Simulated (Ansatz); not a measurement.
diphosphane cation (H4P2), SMILES PP (connectivity only; charge and spin as stated), charge +1, multiplicity 2.

Geometry: PBE0-D3(BJ)/def2-TZVP. The spin state was assumed, not searched.

Two levels are set side by side: PBE/def2-TZVPD (Ansatz, an electronic-structure program) and CAM-B3LYP/def2-TZVPD (Ansatz). Energy differences of separate SCF runs at the same geometry; the states with an electron removed or added have multiplicity 1 and 1. Differences are taken from unrounded values.

```tsv
quantity	CAM-B3LYP	PBE	PBE minus CAM-B3LYP
vertical ionisation energy (eV)	15.92	15.64	-0.29
vertical electron affinity (eV)	8.28	8.09	-0.19
```
